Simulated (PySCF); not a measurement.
C₂H₇NOSi, SMILES N(=C\CO)/[SiH3].

Geometry optimised at PBE0-D3(BJ)/def2-SVP. The structure was generated by enumeration; whether it is a known compound was not checked. One conformer was computed; it need not be the lowest.

All values below come from PBE0-D3(BJ)/def2-SVP run with PySCF 2.14.0.

Frequencies are harmonic and unscaled.

```tsv
mode	ν (cm⁻¹)	IR (km/mol)	moving atoms (share of kinetic energy)
1	72	6.1	H 49 %, C 26 %, O 22 %
2	129	0.0	N 24 %, H 23 %, O 22 %, Si 16 %, C 14 %
3	166	6.4	N 46 %, H 44 %
4	178	2.5	H 51 %, C 29 %, N 13 %
5	360	121.1	H 87 %
6	372	3.5	C 47 %, H 28 %, Si 14 %
7	435	39.8	O 40 %, H 18 %, C 17 %, Si 16 %, N 9 %
8	686	63.1	H 80 %, Si 11 %
9	704	64.3	H 77 %, Si 11 %, N 8 %
10	783	37.0	H 46 %, N 32 %, Si 11 %, C 10 %
11	854	14.6	H 36 %, N 33 %, C 19 %
12	940	79.8	H 96 %
13	942	65.8	H 97 %
14	951	324.3	H 89 %, Si 11 %
15	1041	21.7	H 59 %, C 36 %
16	1102	5.5	C 67 %, H 30 %
17	1147	92.5	O 42 %, C 40 %, H 18 %
18	1197	12.5	H 84 %, C 15 %
19	1326	3.1	H 79 %, C 18 %
20	1383	4.2	H 83 %, C 8 %
21	1398	65.3	H 69 %, C 23 %
22	1454	12.8	H 91 %, C 8 %
23	1804	207.0	C 56 %, N 42 %
24	2186	125.3	H 97 %
25	2248	113.0	H 96 %
26	2250	91.7	H 97 %
27	2957	54.2	H 92 %
28	3036	24.7	H 95 %
29	3096	13.3	H 90 %, C 10 %
30	3882	40.4	H 94 %
```
